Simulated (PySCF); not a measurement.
Point-charge models of `C1CC1p1cc(c(c1)C)C` against its computed dipole.

Coordinates (GFN2-xTB, Å) and charges (e) from the PBE0/pcSseg-1 density (PySCF):

```csv
atom,x,y,z,Mulliken,IAO,Hirshfeld,ESP-fitted
C1,-2.451,1.699,0.547,-0.1069,-0.4265,-0.1162,-0.6579
C2,-1.365,0.675,0.535,-0.2500,+0.0071,+0.0016,+0.3251
C3,-0.185,0.792,1.174,-0.3339,-0.3916,-0.1211,-0.4311
P4,0.809,-0.704,1.026,+0.5857,+0.5497,+0.1556,-0.0668
C5,2.112,-0.117,-0.142,-0.4326,-0.3068,-0.0830,+0.1129
C6,3.444,0.281,0.422,-0.1920,-0.2889,-0.0924,-0.3658
C7,3.315,-0.988,-0.356,-0.1924,-0.2889,-0.0924,-0.3229
C8,-0.400,-1.350,-0.145,-0.3336,-0.3915,-0.1210,-0.3591
C9,-1.490,-0.562,-0.226,-0.2505,+0.0071,+0.0016,+0.2299
C10,-2.710,-0.868,-1.029,-0.1068,-0.4265,-0.1162,-0.6625
H11,-2.647,2.059,-0.463,+0.1282,+0.1494,+0.0455,+0.1789
H12,-2.172,2.545,1.171,+0.1208,+0.1515,+0.0479,+0.1760
H13,-3.375,1.270,0.934,+0.1279,+0.1492,+0.0455,+0.1846
H14,0.097,1.623,1.800,+0.0850,+0.1530,+0.0416,+0.2151
H15,1.730,0.442,-0.989,+0.1581,+0.1519,+0.0400,+0.0717
H16,3.958,1.118,-0.027,+0.1327,+0.1510,+0.0484,+0.1572
H17,3.588,0.204,1.490,+0.1328,+0.1484,+0.0428,+0.1647
H18,3.371,-1.920,0.188,+0.1330,+0.1484,+0.0428,+0.1556
H19,3.737,-1.037,-1.349,+0.1328,+0.1510,+0.0485,+0.1405
H20,-0.298,-2.310,-0.622,+0.0849,+0.1530,+0.0416,+0.1974
H21,-2.613,-1.835,-1.517,+0.1208,+0.1515,+0.0479,+0.1828
H22,-3.592,-0.886,-0.390,+0.1279,+0.1492,+0.0454,+0.1908
H23,-2.866,-0.105,-1.792,+0.1283,+0.1493,+0.0455,+0.1829
```

What dipole does each set of charges give (1 e·Å = 4.803 D), and what does the density give?

The full density gives (-0.59, 0.81, -1.22) D, 1.57 D in size; dipole vectors point from the negative to the positive end.

```csv
scheme,μx,μy,μz,size (D),share of the full size (%),angle to the full dipole (°)
Mulliken,-1.20,0.11,0.01,1.21,77,66
IAO,0.45,-0.51,0.75,1.01,64,176
Hirshfeld,-0.35,-0.02,0.08,0.36,23,81
ESP-fitted,-0.57,0.76,-1.17,1.51,96,1
```

Which set comes closest?

Length of the difference vector: ESP-fitted 0.07 D, Mulliken 1.54 D, Hirshfeld 1.56 D, IAO 2.58 D. Closest: ESP-fitted. ESP charges are fitted to the potential around the molecule, whose slowest-falling term is the dipole's. 

What is left for the Hirshfeld atoms' own dipoles?

The Hirshfeld atoms' densities add up to the full density, so μ = Σ q r + Σ (atomic dipoles). The atomic dipoles sum to (-0.59, 0.81, -1.22) − (-0.35, -0.02, 0.08) = (-0.24, 0.83, -1.30) D, 1.56 D in size.

With the origin at the mean of the coordinates, (0.000, 0.001, 0.010) Å, which are the largest single terms, by size, of the Hirshfeld dipole along the direction of the full one?

P4 -1.08, C1 -0.77, C10 -0.77, C7 +0.65, C6 +0.65 D; all 23 atoms together +0.06 D. The single terms depend on the origin, their sum doesn't.

Give the size of the full dipole in other units.

1.57 D = 0.619 au = 0.327 e·Å = 5.25 × 10⁻³⁰ C·m.

Isolated species at its GFN2-xTB geometry (one conformer only).

Shape of the structure used: `[CH3:1][c:2]1[cH:3][p:4]([CH:5]2[CH2:6][CH2:7]2)[cH:8][c:9]1[CH3:10]`: C3–P4–C5–C6 100°.
